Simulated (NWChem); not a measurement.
System: VH2O3Cl; SMILES [O]=[V]([OH])([OH])[Cl]

```xyz
7

V     -0.0781    -0.2597     0.0000
O      1.3655    -0.8380     0.0000
Cl     0.0530     1.9267     0.0000
O     -0.9145    -0.8171    -1.4342
H     -0.4329    -1.3082    -2.1206
O     -0.9145    -0.8171     1.4342
H     -0.4329    -1.3082     2.1206
```
Atoms are numbered in this order, from 1.

Level: B3LYP/6-31G* (spherical d) (NWChem), optimised geometry, unscaled harmonic frequencies. 

```csv
frequency (cm⁻¹),IR intensity (km/mol)
172,0.0
199,0.0
245,11.9
263,5.5
287,6.1
396,39.2
397,16.1
486,232.5
670,230.1
694,120.3
779,134.6
838,121.1
1164,171.5
3761,277.3
3765,109.1
```

| Quantity | Result |
|---|---|
| zero-point energy | 20.2 kcal/mol |
| thermal correction to the enthalpy at 298.15 K (with zero-point energy) | 24.9 kcal/mol |
| heat capacity Cv | 22.4 cal/(mol K) |
| entropy at 298.15 K and 1 atm (symmetry number 1) | 81.1 cal/(mol K) |
| dipole moment | 2.98 D |

Rigid rotor and harmonic oscillator.
